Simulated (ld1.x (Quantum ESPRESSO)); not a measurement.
## An all-electron radial function and its pseudo partner (Nd (Z = 60))

Columns: radius, all-electron u(r) and pseudo u(r) of the 5s shell (level -43.70 eV) of neodymium in the configuration [Kr] 4d10 4f3 5s2 5p6 5d1 6s2 6p0; PBE, scalar-relativistic, RRKJ scheme, ld1.x (Quantum ESPRESSO) 7.5.

```tsv
r (bohr)	all-electron	pseudo
0.120	0.0399	0.0317
0.240	0.2804	0.0693
0.360	-0.2801	0.1193
0.480	-0.5339	0.1898
0.600	-0.3586	0.2888
0.720	0.0118	0.4207
0.840	0.3873	0.5795
0.960	0.6801	0.7441
1.080	0.8692	0.8822
1.200	0.9651	0.9661
1.320	0.9881	0.9881
1.440	0.9598	0.9598
1.560	0.8984	0.8984
1.680	0.8184	0.8184
1.800	0.7304	0.7304
1.920	0.6415	0.6415
2.040	0.5565	0.5565
2.160	0.4778	0.4778
2.280	0.4070	0.4070
2.400	0.3444	0.3444
2.520	0.2898	0.2898
2.640	0.2427	0.2427
2.760	0.2026	0.2026
2.880	0.1685	0.1685
3.000	0.1399	0.1399
3.120	0.1158	0.1158
```

(1) How many radial nodes do the two functions have?

(2) At about which radius was the pseudo-wave matched?

(3) Is the pseudo-wave norm-conserving?

Answers

(1) The all-electron 5s function has n − l − 1 = 4 (the table is too coarse to show those close to the nucleus); the pseudo-wave has 0, since the states of the same l below it are removed with the core.

(2) 1.40 bohr, where the columns begin to agree (steps of 0.12 bohr).

(3) Yes: the RRKJ scheme keeps the norm inside the radius equal to the all-electron one, which fixes the energy derivative of the logarithmic derivative at the level.
